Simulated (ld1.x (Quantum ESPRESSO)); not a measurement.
**Configuration tests for fluorine (TM)**

ld1.x (Quantum ESPRESSO) 7.5 input, shortened:

```
&input
   title='F', zed=9., rel=0, dft='PBE', iswitch=3,
   config='[He] 2s2 2p5 3d-2'
 /
 &inputp
   pseudotype=2, tm=.true., lloc=1,
   nlcc=.false.
 /
3
2S  1  0   2.00   0.00  0.70  0.70  0.0
3D  3  2  -2.00   0.10  0.95  0.95  0.0
2P  2  1   5.00   0.00  1.00  1.00  0.0
 &test
   configts(1)='2s2 2p5'
 /
```

Energies are relative to the spin-unpolarised reference configuration 2s2 2p5; without spin polarisation the order of configurations can differ from experiment.

```
valence configuration  charge  ΔE all-electron (eV)  error AE − PS (meV)
              2s2 2p4      +1                19.402                 -2.8
              2s2 2p2      +3               118.439                 +122
              2s1 2p5      +1                38.408                 -7.9
              2s2 2p1      +4               204.237                 +551
            2s2 2p4.5    +0.5                 7.549                 -0.9
            2s2 2p5.3    -0.3                -2.673                 -0.3
```

(1) What are ΔE and the potential's error for 2s2 2p3?

Levels in the configuration 2s2 2p1:

```
level  all-electron (eV)  pseudo (eV)
   2s           -116.567     -116.386
   2p            -99.274      -98.563
```

Answers

(1) ΔE = 57.796 eV all-electron; the error (AE − PS) is +8.6 meV.
